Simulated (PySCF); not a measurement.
C₇H₁₂O₂.
Z-matrix (Å and degrees, GFN2-xTB geometry), rows numbered from 1:
```
C 
O   1  1.4067
C   2  1.4063  1  114.78
C   3  1.5403  2  113.51  1    70.93
O   4  1.4058  3  113.24  2   163.38
C   5  1.4021  4  115.57  3    72.30
C   6  1.5096  5  114.48  4   167.98
C   7  1.3284  6   94.00  5   121.44
C   8  1.5031  7   94.97  6    -2.43
H   1  1.0969  2  111.14  3    51.58
H   1  1.0884  2  106.18  3   170.36
H   1  1.0953  2  112.09  3   -70.70
H   3  1.1010  2  110.31  1   -52.97
H   3  1.0929  2  105.30  1  -170.51
H   4  1.1012  3  110.22  2   -73.01
H   4  1.0933  3  108.65  2    46.47
H   6  1.1005  5  110.34  4    38.43
H   7  1.0731  6  130.83  5   -58.79
H   8  1.0744  7  134.16  6   176.90
H   9  1.0875  6  113.13  5    -3.12
H   9  1.0899  6  116.01  5   125.22
```

NICS = −σ at a ghost point: NICS(0) at the centroid of the ring atoms, NICS(1) 1 Å to either side along the normal of their mean plane, zz for the tensor component along that normal. Level: GIAO PBE0/pcSseg-1 (PySCF, non-relativistic, gas phase) on the GFN2-xTB geometry, one conformer.

Ring bond lengths (Å), with Mayer bond orders in brackets: C6–C7 1.510 (1.01), C7–C8 1.328 (1.79), C8–C9 1.503 (1.06), C9–C6 1.565 (1.01).

Problem. Give the NICS values of each ring in ppm.

Solution. 
```
       ring                                                    type  NICS(0)  NICS(1), two faces  NICS(1)zz, two faces  rms pucker (Å)  centre to ring atoms, mean (Å)
C6–C7–C8–C9  4-membered carbocycle; formal bonds 1 double, 3 single      0.8         -1.6 / -3.6            3.2 / -1.1            0.01                            1.04
```

Problem. What do they say, and how far can they be read as aromaticity?

Solution. 
- C6–C7–C8–C9: mean NICS(1)zz 1.0 ppm, near zero. C6, C9 have four or more neighbours; no verdict on aromaticity is drawn. The two faces differ by 4.3 ppm, so no symmetry operation interchanges them.

Problem. What is the mean of the two in-plane components of NICS at the second NICS(1) probe listed for ring C6–C7–C8–C9, 1 Å off the ring?

Solution. The isotropic value is a third of the trace: (3 × -3.6 − (-1.1))/2 = -4.9 ppm.

Problem. List the ring angles and the Hirshfeld charges of the ring atoms.

Solution. 
- C6–C7–C8–C9: C6 85.6° (+0.043 e), C7 94.0° (-0.055 e), C8 95.0° (-0.037 e), C9 85.3° (-0.085 e); sum 359.9° against 360° for a flat convex ring.

Problem. What are the shieldings of the ring atoms and their hydrogens in the same run (means over atoms taken as equivalent)?

Solution. 
| atoms | environment | σ isotropic (ppm) | principal values of the symmetric part, first atom (ppm) |
| --- | --- | --- | --- |
| C6 | sp3 carbon bound to oxygen | 104.9 | 81.9, 84.3, 148.3 |
| C7 | alkene CH carbon | 38.9 | -66.4, 43.5, 139.7 |
| C8 | alkene CH carbon | 40.5 | -77.3, 41.0, 157.9 |
| C9 | allylic carbon | 141.4 | 128.7, 137.9, 157.7 |
| H17 | methine hydrogen | 27.61 | 25.1, 26.6, 31.1 |
| H18 | vinylic hydrogen | 25.41 | 24.4, 25.3, 26.6 |
| H19 | vinylic hydrogen | 25.31 | 24.0, 25.0, 26.9 |
| H20 | methylene hydrogen | 29.41 | 26.6, 29.6, 32.0 |
| H21 | methylene hydrogen | 29.07 | 26.4, 27.8, 33.0 |
